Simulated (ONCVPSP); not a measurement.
An all-electron radial function and its pseudo partner (cobalt (Co))

Columns: radius, all-electron u(r) and pseudo u(r) of the 3s shell (level -102.40 eV) of cobalt in the configuration [Ne] 3s2 3p6 3d7 4s2; PBE, scalar-relativistic, ONCV scheme, ONCVPSP 4.0.1.

```
r (bohr)  all-electron  pseudo
   0.078       -0.0576  0.2177
   0.155       -0.6526  0.4248
   0.232       -0.5173  0.6167
   0.310       -0.0220  0.7883
   0.388        0.4994  0.9306
   0.465        0.8952  1.0370
   0.542        1.1408  1.1063
   0.620        1.2541  1.1380
   0.698        1.2654  1.1324
   0.775        1.2107  1.0945
   0.852        1.1175  1.0306
   0.930        1.0037  0.9464
   1.008        0.8843  0.8504
   1.085        0.7692  0.7512
   1.162        0.6617  0.6533
   1.240        0.5632  0.5599
   1.318        0.4759  0.4748
   1.395        0.4006  0.4004
   1.472        0.3358  0.3357
   1.550        0.2796  0.2796
   1.628        0.2321  0.2321
   1.705        0.1926  0.1926
   1.782        0.1595  0.1594
   1.860        0.1314  0.1314
   1.938        0.1082  0.1081
   2.015        0.0891  0.0891
```

Q: How many radial nodes do the two functions have?

A: The all-electron 3s function has n − l − 1 = 2 (the table is too coarse to show those close to the nucleus); the pseudo-wave has 0, since the states of the same l below it are removed with the core.

Q: At about which radius was the pseudo-wave matched?

A: 1.55 bohr. The columns agree to 0.0005 from 1.40 bohr on; several derivatives are matched, so the curves merge somewhat inside the radius.

Q: Is the pseudo-wave norm-conserving?

A: Yes: the ONCV scheme keeps the norm inside the radius equal to the all-electron one, which fixes the energy derivative of the logarithmic derivative at the level.
